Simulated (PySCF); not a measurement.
Worked example: chemical shift, span and skew from a shielding tensor

C₂H₇AlOS, SMILES C[O][AlH][S]C. Atoms are numbered in the order given.

```xyz
12

Al    -0.4576    -0.1945     0.8791
H     -1.2168    -0.4783     2.2313
O      1.1741    -0.6086     0.6464
C      2.2080    -1.2087     1.3702
H      1.8883    -1.5357     2.3782
H      2.5902    -2.0957     0.8344
H      3.0511    -0.5063     1.4963
S     -1.4409     0.7501    -0.7973
C     -0.0830     0.8017    -2.0264
H      0.8383     0.3621    -1.6219
H      0.1026     1.8482    -2.3045
H     -0.3934     0.2426    -2.9198
```

Geometry: ωB97X-D3(BJ)/def2-SVP. The structure was generated by enumeration; whether it is a known compound was not checked. One conformer was computed; it need not be the lowest.

GIAO shieldings from PBE0/pcSseg-1 (PySCF), non-relativistic, no solvent. The symmetric part of the tensor of C4 has the principal values 99.4, 107.4, 182.1 ppm. The same nucleus in TMS has σ = 186.3 ppm at this level (PySCF, at its B3LYP-D3(BJ)/def2-TZVP geometry).

Problem. Work out the isotropic shielding, the ¹³C shift against TMS, the span and the skew.

Solution. 
σ(iso) = (σ11 + σ22 + σ33)/3 = 129.6 ppm. δ = σ(ref) − σ(iso) = 186.3 − (129.6) = 56.7 ppm.
Span Ω = σ33 − σ11 = 82.7 ppm. Skew κ = 3(σ(iso) − σ22)/Ω = 0.81. Tumbling in solution averages the tensor to δ; in a static solid the shielding alone would spread this spin-1/2 line over Ω.
